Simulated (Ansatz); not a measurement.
`F[Si](F)(F)[Ge]([F])([F])[F]`. Total charge 0; spin multiplicity 1.

Cartesian coordinates in Å:
```
F 1.1638 -1.9178 -0.5133
Si 0.0260 -1.2042 0.2953
F 0.3009 -1.3607 1.8306
F -1.3535 -1.8601 -0.0568
Ge -0.0239 1.1073 -0.2718
F -0.3132 1.3695 -1.9378
F -1.2471 1.9623 0.5654
F 1.4471 1.9037 0.0883
```

(1) What are the harmonic wavenumbers in cm⁻¹ at PBE0-D4/def2-TZVP (Ansatz, finite differences of forces, unscaled)? (Estimate.)

(2) Is this a minimum?

(3) Give the ideal-gas thermochemistry at 298.15 K and 1 bar (rigid rotor, harmonic oscillator; point group C3v, symmetry number 3).

(4) And at 400, 500, 600, 800 and 1000 K?

Results:

(1) The calculation gave: 20, 84, 84, 169, 169, 194, 234, 234, 292, 313, 313, 481, 728, 754, 754, 869, 1010, 1010.

(2) Yes, all 18 modes are real.

(3) Zero-point energy 46.1 kJ/mol; H(298) − E = 74.8 kJ/mol; entropy 421.5 J/(mol·K), of which translation 175.8, rotation 116.1, vibration 129.6; G(298) − E = -50.9 kJ/mol. Modes under 100 cm⁻¹ are hindered rotations or soft bends, so the harmonic entropy is rough.

(4) 
```tsv
T (K)	H − E (kJ/mol)	S (J/mol/K)	G − E (kJ/mol)
400	89.5	464.0	-96.1
500	105.1	498.7	-144.2
600	121.4	528.4	-195.6
800	155.3	577.1	-306.4
1000	190.2	616.0	-425.8
```
